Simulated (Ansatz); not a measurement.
`C=C(Cl)[SiH2][SiH3]` + `FC[TeH]` → `FC[SiH2][SiH3]` + `C=C(Cl)[TeH]`  (redistribution)

Isolated molecules relaxed with PBE0-D4/def2-TZVP in Ansatz; ΔE leaves out vibrations. CBS: MP2 limit from def2 TZ/QZ plus the TZ coupled-cluster correction, frozen cores. Functionals use def2-TZVPP. def2 core potentials past Kr. For Te outer-core shells are correlated without core-valence functions, which leaves a few kJ/mol of doubt a bond. Each species was taken in one conformer, which may not be the lowest.

```json
{"level": "PBE-D4", "ΔE (kcal/mol)": "5.9", "difference from CCSD(T)/CBS": "0.1"}
{"level": "r2SCAN-D4", "ΔE (kcal/mol)": "6.2", "difference from CCSD(T)/CBS": "0.4"}
{"level": "PBE", "ΔE (kcal/mol)": "5.7", "difference from CCSD(T)/CBS": "-0.1"}
{"level": "r2SCAN", "ΔE (kcal/mol)": "6.1", "difference from CCSD(T)/CBS": "0.3"}
{"level": "PBE0", "ΔE (kcal/mol)": "5.8", "difference from CCSD(T)/CBS": "0.0"}
{"level": "SCS-MP2/def2-TZVPP", "ΔE (kcal/mol)": "5.1", "difference from CCSD(T)/CBS": "-0.7"}
{"level": "CCSD/def2-TZVPP", "ΔE (kcal/mol)": "5.6", "difference from CCSD(T)/CBS": "-0.2"}
{"level": "CCSD(T)/def2-TZVPP", "ΔE (kcal/mol)": "5.6", "difference from CCSD(T)/CBS": "-0.2"}
{"level": "MP2/CBS(def2)", "ΔE (kcal/mol)": "5.3", "difference from CCSD(T)/CBS": "-0.5"}
{"level": "CCSD/CBS(def2)", "ΔE (kcal/mol)": "5.8", "difference from CCSD(T)/CBS": "0.0"}
{"level": "CCSD(T)/CBS", "ΔE (kcal/mol)": "5.8", "difference from CCSD(T)/CBS": "0"}
```

Largest T1 diagnostic among the species: 0.012.

In def2-TZVPP, CCSD(T) changes the Hartree–Fock value by −0.8 kcal/mol (the triples alone add +0.0 kcal/mol) and MP2 by −1.2 kcal/mol.
